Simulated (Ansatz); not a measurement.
Calculation: PBE0-D3(BJ)/def2-TZVP (Ansatz, a first-principles code). No frequencies were computed at this level.

Ansatz 0.2 input:
```yaml
crystal:
  periodic: [false, false, false]
  atoms:
    - { symbol: C, position_ang: [-0.998565, -0.039081, 0.045784] }
    - { symbol: Si, position_ang: [0.734579, 0.142995, -0.020991] }
    - { symbol: F, position_ang: [1.712504, -1.12501, -0.213099] }
    - { symbol: H, position_ang: [-1.65997, 0.797418, 0.17385] }
    - { symbol: H, position_ang: [-1.471836, -1.002512, -0.038716] }
    - { symbol: H, position_ang: [1.683289, 1.22619, 0.053172] }
basis:
  gaussian: { orbitals: def2-tzvp }
hamiltonian:
  xc: pbe0
  dispersion: d3bj
relax:
  max_steps: 150
```

Output:

```
Functional definition: PBE0
736 factors; their error is unknown
mean field evaluation 1: about -11665.5223 eV, gradient 6.3e1 eV
mean field evaluation 2: about -11646.9310 eV, gradient 9.2e1 eV
mean field evaluation 4: about -11674.5661 eV, gradient 1.1e1 eV
mean field evaluation 8: about -11674.7474 eV, gradient 1.7e-1 eV
mean field evaluation 16: about -11674.7886 eV, gradient 1.2e-4 eV
mean field -11674.78857465 eV, -429.0405666625 hartree, gradient 1.7e-5 eV, S^2 0.000000; 0 other end points of the search recorded, 0 dependent functions left out
reference -11674.78860045 eV, -429.0405676105 hartree; 16, 16 occupied and 101, 101 virtual orbitals, 736 factors
relax step   1: F+E_penalty+E_count = -11674.86730354 eV  Δ(F+E_penalty+E_count) = +0.000e0 eV  max|allowed force component| = 2.028e0 eV/Å  Δτ_max = 0.0000 Å  (28 SCF iters, accepted)
these checks for a lower state are left out or cut short: starts, cluster_reference, orbital_swaps, neighbouring_geometries, increment
736 factors; their error is unknown
mean field -11674.89574746 eV, -429.0445051906 hartree, gradient 1.7e-5 eV, S^2 0.000000; 0 other end points of the search recorded, 0 dependent functions left out
reference -11674.89577325 eV, -429.0445061385 hartree; 16, 16 occupied and 101, 101 virtual orbitals, 736 factors
relax step   2: F+E_penalty+E_count = -11674.97489768 eV  Δ(F+E_penalty+E_count) = -1.076e-1 eV  max|allowed force component| = 8.389e-1 eV/Å  Δτ_max = 0.0728 Å  (32 SCF iters, accepted)
these checks for a lower state are left out or cut short: starts, cluster_reference, orbital_swaps, neighbouring_geometries, increment
736 factors; their error is unknown
mean field evaluation 32: about -11674.9219 eV, gradient 1.6e-5 eV
mean field -11674.92191746 eV, -429.0454669202 hartree, gradient 1.6e-5 eV, S^2 0.000000; 0 other end points of the search recorded, 0 dependent functions left out
reference -11674.92194322 eV, -429.0454678669 hartree; 16, 16 occupied and 101, 101 virtual orbitals, 736 factors
relax step   3: F+E_penalty+E_count = -11675.00139542 eV  Δ(F+E_penalty+E_count) = -2.650e-2 eV  max|allowed force component| = 2.186e-1 eV/Å  Δτ_max = 0.0687 Å  (32 SCF iters, accepted)
these checks for a lower state are left out or cut short: starts, cluster_reference, orbital_swaps, neighbouring_geometries, increment
736 factors; their error is unknown
mean field -11674.92466042 eV, -429.0455677223 hartree, gradient 1.6e-5 eV, S^2 0.000000; 0 other end points of the search recorded, 0 dependent functions left out
reference -11674.92468612 eV, -429.0455686666 hartree; 16, 16 occupied and 101, 101 virtual orbitals, 736 factors
relax step   4: F+E_penalty+E_count = -11675.00408292 eV  Δ(F+E_penalty+E_count) = -2.687e-3 eV  max|allowed force component| = 2.377e-1 eV/Å  Δτ_max = 0.0539 Å  (29 SCF iters, accepted)
these checks for a lower state are left out or cut short: starts, cluster_reference, orbital_swaps, neighbouring_geometries, increment
736 factors; their error is unknown
mean field -11674.92639417 eV, -429.0456314364 hartree, gradient 1.3e-5 eV, S^2 0.000000; 0 other end points of the search recorded, 0 dependent functions left out
reference -11674.92641985 eV, -429.0456323802 hartree; 16, 16 occupied and 101, 101 virtual orbitals, 736 factors
relax step   5: F+E_penalty+E_count = -11675.00582195 eV  Δ(F+E_penalty+E_count) = -1.739e-3 eV  max|allowed force component| = 2.456e-2 eV/Å  Δτ_max = 0.0125 Å  (31 SCF iters, accepted)
these checks for a lower state are left out or cut short: starts, cluster_reference, orbital_swaps, neighbouring_geometries, increment
736 factors; their error is unknown
mean field -11674.92643304 eV, -429.0456328649 hartree, gradient 1.6e-5 eV, S^2 0.000000; 0 other end points of the search recorded, 0 dependent functions left out
reference -11674.92645871 eV, -429.0456338082 hartree; 16, 16 occupied and 101, 101 virtual orbitals, 736 factors
relax step   6: F+E_penalty+E_count = -11675.00585774 eV  Δ(F+E_penalty+E_count) = -3.578e-5 eV  max|allowed force component| = 8.616e-3 eV/Å  Δτ_max = 0.0036 Å  (30 SCF iters, accepted)
736 factors; their error is unknown
mean field evaluation 64: about -11674.8852 eV, gradient 2.7e-2 eV
mean field -11674.92643304 eV, -429.0456328649 hartree, gradient 2.6e-5 eV, S^2 0.000000; 1 other end points of the search recorded, 0 dependent functions left out
reference -11674.92645871 eV, -429.0456338082 hartree; 16, 16 occupied and 101, 101 virtual orbitals, 736 factors
Total energy: -11675.00588341 eV, -429.0485526120 hartree
Atom 0 at    -0.947062    -0.060944     0.039406 Å, force    -0.000408    -0.002365     0.008185 eV/Å
Atom 1 at     0.729282     0.068636    -0.030782 Å, force    -0.000209    -0.002045     0.008616 eV/Å
Atom 2 at     1.716193    -1.162300    -0.216903 Å, force     0.000945    -0.000405    -0.004133 eV/Å
Atom 3 at    -1.528761     0.844289     0.173162 Å, force    -0.000553     0.002571    -0.004684 eV/Å
Atom 4 at    -1.498425    -0.988807    -0.034925 Å, force    -0.000952    -0.000449    -0.004431 eV/Å
Atom 5 at     1.528773     1.299127     0.070042 Å, force     0.001177     0.002694    -0.003553 eV/Å
Dipole moment:     0.065542     0.212032     0.020721 e Å
```

Cost: around 18 core-seconds (rough).
